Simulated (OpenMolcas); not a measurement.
Pd2+ (d8) on a cation site of an ionic host was computed by CASSCF with the d shell active (OpenMolcas, ANO-RCC-VTZP on the metal). Its lowest spin-free states, and all those of the highest spin:

| 2S+1 | Degeneracy | E (cm-1) |
| --- | --- | --- |
| 3 | 3 | 0.0 |
| 3 | 3 | 4460 |
| 3 | 1 | 9715 |
| 1 | 3 | 13089 |
| 1 | 2 | 13813 |
| 3 | 3 | 17435 |
| 1 | 3 | 20692 |
| 1 | 3 | 22718 |
| 1 | 1 | 22804 |
| 1 | 2 | 25342 |
| 1 | 1 | 49879 |

**Question.** Is the site octahedral, tetrahedral or cube-like, axial, or of lower symmetry?

**Answer.** The states with 2S+1 = 3 have orbital degeneracies 3, 3, 1, 3. Threefold states need a cubic site. For d8 at this spin an octahedron puts the single A2 below the threefold T2 and a tetrahedron or cube puts the threefold T1 below the threefold T2, so the site is a tetrahedron or a cube, which this pattern cannot tell apart. The run had Pd2+ with its 8 nearest fluoride ions at 2.373 Å, on the Sr site of SrF2 (a = 5.796 Å, distance in the model lattice 2.510 Å). The rest of the host is ab initio model potentials to 7.6 Å and point charges beyond; the distance is set by hand and nothing relaxes. Ligand basis ANO-RCC-VDZP.

An orbital triplet at a regular site is open to Jahn-Teller coupling, which can distort the site and quench the lowest spin-orbit gaps and is left out. Without dynamic correlation the repulsion within the d shell is too large (B by tens of per cent), so at a given field states of lower spin stand too high. Real 4d8 and 5d8 ions are as a rule square planar and diamagnetic. With metal d orbitals alone the field can be off either way by tens of per cent. Ligand-to-metal charge-transfer states are missing. With no ligand orbital active B as a rule stays too high, so bands that hang on it stand too high and its fall with covalency is understated. No measured value stands beside these numbers; the geometry was set by hand and not optimised.
